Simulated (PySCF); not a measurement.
# Quadrupolar nuclei of `C1C[C@@H](N2CC2)[SiH2]1` in NMR

C5H11NSi.
Structure used (GFN2-xTB), in Å, numbered top down from 1:
```xyz
18
C5H11NSi angstrom
C      2.2202   -0.1629   -0.1100
C      1.2565    0.3960    0.9545
C      0.0091   -0.4550    0.6439
N     -1.2338    0.2485    0.8037
C     -2.3411   -0.0924   -0.0438
C     -1.6443    1.2032   -0.1887
Si     0.7873   -1.0086   -1.0463
H      2.9329   -0.8641    0.3201
H      2.7937    0.6034   -0.6265
H      1.0353    1.4471    0.7702
H      1.6145    0.3014    1.9790
H     -0.0433   -1.3105    1.3279
H     -2.1818   -0.8395   -0.8179
H     -3.3075   -0.1361    0.4394
H     -2.1026    2.1030    0.1988
H     -1.0238    1.3526   -1.0662
H      0.8511   -2.4506   -1.2757
H      0.3689   -0.3291   -2.2743
```

Computed at PBE0/pcSseg-1 (PySCF, non-relativistic):

| atom | environment | nucleus | spin I | Q (b) | CQ = χzz (MHz) | η |
| --- | --- | --- | --- | --- | --- | --- |
| N4 | tertiary amine nitrogen | 14N | 1 | 0.02044 | -4.800 | 0.599 |

Task: PQ = |CQ|√(1 + η²/3), νQ = 3|CQ|/[2I(2I − 1)], ν0 = |g|·7.62259 MHz/T·B with g(14N) = 0.40376: values at 28.2 T?

Result: 
```tsv
atom	PQ (MHz)	νQ (MHz)	ν0 (MHz)	νQ/ν0
N4	5.078	7.200	86.79	0.083
```

For N4: PQ = 4.800 × 1.0581, νQ = 4.800 × 1.5000, ν0 = 3.0777 MHz/T × 28.2 T.

The couplings are those of the rigid, isolated species; surroundings and motion change them. GFN2-xTB bond lengths can be off by several hundredths of an ångström, more for odd bonds, and the gradients follow them. A larger basis could move these couplings by a tenth or more.

One conformer stands for the species.
